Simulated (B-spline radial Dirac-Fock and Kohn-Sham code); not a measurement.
**Dipole and non-dipole photoemission parameters of Ni 3p1/2**

System: the free nickel atom, 1s2 2s2 2p6 3s2 3p6 3d8 4s2; threshold 68.00 eV (tabulated edge). Calculated with a radial finite-basis atomic code, using Dirac-Hartree-Slater photoionisation with a Latter tail; cross sections with all multipoles, angular parameters from the dipole term and its interference with E2.

For linearly polarised light dσ/dΩ = σ/(4π) [1 + β P₂(cos θ) + (δ + γ cos²θ) sin θ cos φ], with θ from the polarisation vector and φ the angle between the beam and the projection of the electron momentum on the plane normal to the polarisation.

| hν (eV) | σ (kb) | β | γ | δ |
| --- | --- | --- | --- | --- |
| 100 | 152 | -0.514 | -0.107 | 0.064 |
| 102 | 156 | -0.474 | -0.090 | 0.064 |
| 150 | 244 | 0.741 | 0.157 | 0.023 |
| 157 | 249 | 0.838 | 0.162 | 0.019 |
| 206 | 248 | 1.234 | 0.124 | 0.005 |
| 298 | 192 | 1.485 | 0.022 | -0.001 |
| 330 | 172 | 1.525 | 0.002 | -0.001 |
| 366 | 152 | 1.557 | -0.013 | -0.001 |
| 419 | 128 | 1.586 | -0.022 | 0.000 |
| 600 | 72.3 | 1.619 | 0.009 | 0.003 |
| 881 | 34.0 | 1.599 | 0.117 | 0.007 |
| 911 | 31.7 | 1.595 | 0.130 | 0.007 |
| 953 | 28.7 | 1.589 | 0.148 | 0.008 |
| 1020 | 24.7 | 1.579 | 0.176 | 0.009 |
| 1120 | 20.0 | 1.564 | 0.217 | 0.010 |
| 1280 | 14.7 | 1.538 | 0.280 | 0.013 |
| 1330 | 13.4 | 1.529 | 0.299 | 0.014 |
| 1486.9 | 10.2 | 1.503 | 0.357 | 0.016 |
| 1700 | 7.30 | 1.469 | 0.429 | 0.020 |
| 2000 | 4.81 | 1.421 | 0.521 | 0.026 |
| 2780 | 1.98 | 1.311 | 0.714 | 0.043 |
| 4000 | 0.698 | 1.171 | 0.931 | 0.070 |
| 4610 | 0.458 | 1.112 | 1.014 | 0.084 |
| 5270 | 0.305 | 1.055 | 1.092 | 0.099 |
| 5414.7 | 0.281 | 1.044 | 1.107 | 0.102 |
| 7520 | ? | ? | ? | ? |
| 9410 | 0.0482 | 0.801 | 1.405 | 0.188 |
| 11200 | 0.0271 | 0.726 | 1.489 | 0.223 |
| 15000 | 0.0100 | 0.606 | 1.623 | 0.292 |

Question: Give the values at 7520 eV.

Answer: σ = 0.100 kb, β = 0.900, γ = 1.290, δ = 0.148.
